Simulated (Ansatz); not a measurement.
A structure relaxed at r2SCAN-D4/def2-SVP in Ansatz, charge 0, singlet:

```xyz
33

Si   -0.0731    0.3006    0.1972
C    -1.8441    0.9157    0.1856
C    -2.4779    1.4290    1.2536
H    -2.4152    0.8456   -0.7537
H    -1.9735    1.5122    2.2248
H    -3.5177    1.7781    1.2148
N     0.6691    1.0356    1.5794
C     1.9107    0.5725    2.1762
C     3.1702    1.1935    1.5749
H     0.4441    2.0035    1.7955
H     1.8924    0.7510    3.2686
H     1.9466   -0.5241    2.0492
H     3.2380    0.9548    0.5011
H     4.0816    0.8195    2.0707
H     3.1586    2.2919    1.6786
N     0.8317    0.6663   -1.2443
C     0.5089    0.2176   -2.5881
C    -0.2586    1.2409   -3.4218
H     1.3817    1.5223   -1.2261
H     1.4323   -0.0708   -3.1297
H    -0.0855   -0.7091   -2.4978
H    -1.2135    1.5064   -2.9401
H    -0.4742    0.8567   -4.4324
H     0.3248    2.1704   -3.5355
N    -0.0635   -1.4251    0.2706
C    -0.9822   -2.2763    1.0024
C    -1.8810   -3.1092    0.0947
H     0.6373   -1.9227   -0.2730
H    -0.4321   -2.9457    1.6940
H    -1.6060   -1.6314    1.6448
H    -2.4934   -2.4553   -0.5471
H    -2.5566   -3.7564    0.6777
H    -1.2801   -3.7579   -0.5647
```

Q: Give its formula, name or SMILES.

A: Si(vinyl)(NHEt)3 (C8H21N3Si).

Q: Summarise the bond lengths by kind (pairs closer than 1.2 times the sum of covalent radii, bridged metal pairs left out).

A: 4 × C–C 1.34 to 1.53 Å; 3 × C–N 1.45 Å; 3 × N–Si 1.73 to 1.74 Å; 1 × C–Si 1.87 Å; 18 × C–H 1.10 to 1.11 Å; 3 × H–N 1.02 Å.
